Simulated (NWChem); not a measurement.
Species: BeSiH4SO; SMILES [SiH3][O][Be][SH]

```xyz
8

Be    -0.0287    -0.7138     0.0006
S     -0.0520    -2.6248    -0.0003
H      1.3116    -2.6830     0.0005
O     -0.0338     0.7072     0.0015
Si    -0.0073     2.3734    -0.0005
H     -0.6017     2.8938    -1.2805
H      1.4125     2.8570     0.1153
H     -0.8031     2.8988     1.1627
```
Atoms are numbered in this order, from 1.

Coordinates come from a PBE-D3(BJ)/def2-SVP optimisation.

Q: List the 4 lowest vertical singlet excitations from B3LYP/6-31+G* (spherical d), full TDDFT (NWChem).

A: 
```csv
state,energy (eV),oscillator strength,leading excitation (squared amplitude)
S1,5.39,0.050,HOMO → LUMO (0.96)
S2,5.98,0.001,HOMO → LUMO+1 (0.89)
S3,6.49,0.008,HOMO → LUMO+3 (0.53)
S4,6.85,0.002,HOMO → LUMO+2 (0.55)
```
